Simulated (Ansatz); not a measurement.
CH$_{4}$BF$_{2}$Ga, SMILES `FB[CH2][GaH][F]`. The species carries charge 0 and has multiplicity 1.

Cartesian coordinates in Å:
```
F -0.009 2.180 0.899
B -0.747 1.174 0.439
C -0.280 -0.276 0.631
Ga 0.742 -0.866 -0.945
F 2.459 -1.066 -0.615
H -1.745 1.476 -0.159
H -1.127 -0.968 0.665
H 0.395 -0.422 1.478
H 0.313 -1.231 -2.394
```

(1) What are the harmonic wavenumbers in cm⁻¹ at PBE0-D4/def2-TZVP (Ansatz, finite differences of forces, unscaled)? (Estimate.)

(2) Is this a minimum?

(3) Give the ideal-gas thermochemistry at 298.15 K and 1 bar (rigid rotor, harmonic oscillator; point group C1, symmetry number 1).

Answers

(1) Ansatz gave: 22, 70, 155, 195, 387, 454, 546, 598, 676, 759, 850, 945, 989, 1061, 1123, 1343, 1419, 2025, 2596, 3066, 3146.

(2) Yes, all 21 modes are real.

(3) Zero-point energy 134.1 kJ/mol; H(298) − E = 155.2 kJ/mol; entropy 365.6 J/(mol·K), of which translation 170.0, rotation 114.8, vibration 80.9; G(298) − E = 46.2 kJ/mol. Modes under 100 cm⁻¹ are hindered rotations or soft bends, so the harmonic entropy is rough.
